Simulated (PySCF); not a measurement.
Static response to an electric field

Compound: C5H10O2SSi.
Numbering: `[CH3:1][C:2](=[S:3])[SiH:4]1[O:5][CH2:6][CH2:7][CH2:8][O:9]1` (hydrogens: H10, H11, H12 on C1; H13 on Si4; H14, H15 on C6; H16, H17 on C7; H18, H19 on C8)

Structure used (PBE0-D3(BJ)/def2-SVP), in Å, numbered top down from 1:
```xyz
19
C5H10O2SSi angstrom
C      3.2073    0.7578    0.3118
C      2.9599   -0.4335   -0.5488
S      4.1286   -1.4010   -1.1363
Si     1.1743   -0.8552   -0.9716
O      0.4641    0.4918   -1.6490
C     -0.9070    0.7608   -1.4410
C     -1.3034    0.6133    0.0219
C     -1.0132   -0.7794    0.5654
O      0.3537   -1.1179    0.4546
H      4.2781    0.9148    0.5021
H      2.7710    1.6510   -0.1679
H      2.6677    0.6330    1.2671
H      1.0981   -2.0313   -1.8753
H     -1.1035    1.7871   -1.7897
H     -1.5262    0.0858   -2.0654
H     -2.3779    0.8335    0.1338
H     -0.7527    1.3574    0.6222
H     -1.2886   -0.8405    1.6301
H     -1.6348   -1.5256    0.0306
```

Level: B3LYP/def2-SVPD (PySCF), static field, nuclei fixed, core orbitals frozen in the response. The polarisability tensor in these axes (au):

```
x   133.80 -12.63  -6.23
y   -12.63 104.25   9.72
z    -6.23   9.72  95.62
```

Problem. What are the eigenvalues, a third of the trace, and Δα (Δα² = ½Σ(αi − αj)² over the three pairs)?

Solution. Principal values 89.22, 104.04 and 140.41 au; mean 111.22 au = 16.48 Å³ = 18.34 × 10⁻⁴⁰ C²·m²/J; Δα = 45.62 au (41 % of the mean).

Problem. What is the dipole moment, and where does it point?

Solution. (-3.17, 1.82, 1.10) D, 3.82 D in size, pointing from the negative to the positive side. Measured along this direction, the outermost atoms are S3 at the negative end and H16 at the positive end.

Problem. Find the Langevin capture rate constant for NH4+ (18.034 u) meeting this molecule (162.017 u), k = 2.342 × 10⁻⁹ cm³/s × √(α in Å³ / reduced mass in u).

Solution. The reduced mass is 16.23 u, so k = 2.36 × 10⁻⁹ cm³/s. The formula leaves out the permanent dipole, which adds to the capture rate.

Problem. Along which axes do the principal values lie, and how far do the nuclei extend along each?

Solution. Largest value along (0.91, -0.37, -0.21), where the nuclei span 6.98 Å; middle along (0.42, 0.73, 0.53), 4.77 Å; least along (-0.05, -0.57, 0.82), 4.31 Å. The response follows the extents in order.

Problem. Rayleigh depolarisation ratio (linearly polarised light, static tensor)?

Solution. ρ = 3Δα²/(45ᾱ² + 4Δα²) = 6243.2/(556670 + 8324.2) = 0.011.

Problem. Give the eigenvalues of the traceless quadrupole moment Θ = ½Σq(3rr − r²1), origin at the centre of nuclear charge.

Solution. -3.74, -1.61, 5.35 D·Å. The values depend on the origin, since the dipole doesn't vanish. The electronic extent ⟨r²⟩ about the same centre is 1854 bohr², a root-mean-square distance of 2.46 Å for the 86 electrons.

Problem. What molar refraction does this α imply?

Solution. Lorentz–Lorenz: R = (4π/3)N_A α = 2.5225 cm³/(mol·Å³) × 16.48 Å³ = 41.6 cm³/mol, in the limit of long wavelengths.

Geometry: PBE0-D3(BJ)/def2-SVP, one conformer, isolated molecule.

These values come from a run that also computed excited states and ΔSCF ions. Hardware: one thread, Intel Xeon at 2.50 GHz (x86_64), on a shared host. Cost: 7.9 min wall, 1.1 GiB resident at most.
